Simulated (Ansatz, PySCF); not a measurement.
B2F3, SMILES F[B]B(F)F (connectivity only; charge and spin as stated), charge +1, multiplicity 1.

Geometry optimised at ωB97X-D3(BJ)/def2-SVP. The spin state was assumed, not searched. The isomer is the one that the SMILES or the coordinates give; other isomers of the formula were not compared. One conformer was computed; it need not be the lowest.

Vertical ionisation energy (IE) and electron affinity (EA) in eV. Rows of orbital energies are one-electron estimates. Where ΔSCF, EOM or ADC give a negative EA the extra electron is unbound and the value depends on the basis.

| level | IE | EA |
|---|---|---|
| −ε(HOMO), −ε(LUMO), r2SCAN/def2-TZVPD (PySCF) | 16.68 | 10.60 |
| −ε(HOMO), −ε(LUMO), PBE/def2-TZVPD (PySCF) | 16.25 | 10.84 |
| ΔSCF, PBE0/def2-SVPD (Ansatz), final states of multiplicity 2 and 2 | 21.02 | 7.51 |
| ΔSCF, PBE/def2-SVPD (Ansatz), final states of multiplicity 2 and 2 | 20.43 | 7.42 |

Question: What vertical singlet–triplet gap does ΔSCF give with PBE0/def2-SVPD (Ansatz, a quantum-chemistry and plane-wave program) and with PBE/def2-SVPD (Ansatz)? (The exact figures need the calculation; the answer reports its results.)

Answer: 5.44 and 5.10 eV (triplet above singlet where positive).
